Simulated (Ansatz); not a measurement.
Computed with Ansatz (a first-principles code) with frozen-core CCSD(T)/def2-SVP // PBE-D3(BJ)/def2-SVP.

Ansatz 0.2 input:
```yaml
crystal:
  periodic: [false, false, false]
  atoms:
    - { symbol: Cl, position_ang: [0.098509, 3.461785, 2.097169] }
    - { symbol: Si, position_ang: [0.097658, 1.593517, 1.246557] }
    - { symbol: Si, position_ang: [1.856074, 0.000258, 1.315109] }
    - { symbol: Cl, position_ang: [3.522907, -0.005274, 2.498507] }
    - { symbol: Si, position_ang: [0.130741, -1.627777, 1.195628] }
    - { symbol: Cl, position_ang: [-0.205495, -3.164428, 2.515078] }
    - { symbol: Si, position_ang: [-1.726003, 0.032496, 1.056286] }
    - { symbol: Cl, position_ang: [-3.256504, -0.310526, 2.381349] }
    - { symbol: Si, position_ang: [-1.858421, 0.004049, -1.314438] }
    - { symbol: Cl, position_ang: [-3.524974, -0.004687, -2.498178] }
    - { symbol: Si, position_ang: [-0.101002, 1.597309, -1.241285] }
    - { symbol: Cl, position_ang: [-0.090484, 3.469795, -2.082413] }
    - { symbol: Si, position_ang: [1.724251, 0.035066, -1.055153] }
    - { symbol: Cl, position_ang: [3.250331, -0.30953, -2.384945] }
    - { symbol: Si, position_ang: [-0.13202, -1.622143, -1.201033] }
    - { symbol: Cl, position_ang: [0.214432, -3.150013, -2.528039] }
basis:
  gaussian: { orbitals: def2-SVP }
correlation:
  method: ccsd_t
total_charge: 1
magnetization:
  spin_polarized: true
  initial_magnetization: 1
```

Output:

```
Functional definition: HF
2592 factors; integrals over basis functions are off by at most 9.4e-4 eV
mean field evaluation 1: about -162871.2332 eV, gradient 2.7e1 eV
mean field evaluation 2: about -162871.2407 eV, gradient 2.7e1 eV
mean field evaluation 4: about -162877.0566 eV, gradient 4.1e0 eV
mean field evaluation 8: about -162877.3756 eV, gradient 1.3e-1 eV
mean field evaluation 16: about -162877.0514 eV, gradient 4.1e0 eV
mean field evaluation 32: about -162877.3705 eV, gradient 5.9e-1 eV
mean field evaluation 64: about -162876.0955 eV, gradient 2.9e-4 eV
mean field evaluation 96: about -162876.0908 eV, gradient 2.7e-2 eV
mean field -162877.37662608 eV, -5985.6331887572 hartree, gradient 4.3e-6 eV, S^2 0.777835; 5 other end points of the search recorded, 0 dependent functions left out
determinant -162877.37662608 eV, -5985.6331887572 hartree, with singles and doubles -162928.69014236 eV, -5987.5189256992 hartree
determinant -162876.09551697 eV, -5985.5861088660 hartree, with singles and doubles -162927.70779927 eV, -5987.4828252562 hartree
80 core orbitals not correlated
reference -162877.37662608 eV, -5985.6331887572 hartree; 44, 43 occupied and 164, 165 virtual orbitals, 2592 factors
second order -48.12109569 eV of doubles, -0.00000000 eV of singles
cycle   1  -51.31185495 eV  change    1.7e-3 eV  update   5.3e-3
cycle   2  -51.31367344 eV  change   -1.8e-3 eV  update   4.1e-3
cycle   3  -51.31074893 eV  change    2.9e-3 eV  update   2.9e-3
cycle   4  -51.31488434 eV  change   -4.1e-3 eV  update   7.6e-4
cycle   5  -51.31548203 eV  change   -6.0e-4 eV  update   3.2e-4
cycle   6  -51.31491011 eV  change    5.7e-4 eV  update   1.7e-4
cycle   7  -51.31476681 eV  change    1.4e-4 eV  update   4.8e-5
cycle   8  -51.31471298 eV  change    5.4e-5 eV  update   2.3e-5
perturbative correction -2.13813787 eV, -0.0785751176 hartree
Total energy: -162930.82947693 eV, -5987.5975447945 hartree
```

Cost: roughly 4 core-hours.
